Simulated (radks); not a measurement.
Question: The mean radii <r> (bohr) of the occupied orbitals of an atom or ion are listed with their occupations. Calculated with a radial shooting solver on a logarithmic mesh with Libxc functionals: Dirac Kohn-Sham, PBE, spin-unpolarised, spherical densities, finite nucleus; Fermi nuclear charge, rms radius of each element as measured or else 0.836 A^(1/3) + 0.57 fm.

| orbital | occ. | <r> |
|---|---|---|
| 1s1/2 | 2 | 0.1987 |
| 2s1/2 | 1 | 0.9358 |
| 2p1/2 | 1 | 0.8596 |

Name the element and its charge. Open shells, if any, fill j = l - 1/2 first.

Answer: Z = 8, oxygen, charge +4: O4+ in [He] 2s1 2p1. The 1s radius gives Z: for a bare nucleus <r> = (2 gamma + 1)/(2Z) with gamma = sqrt(1 - (Z/c)^2), 0.1873 bohr for Z = 8, and screening makes it slightly larger (0.1987 here). The occupations add up to 4, and the charge is Z minus that.
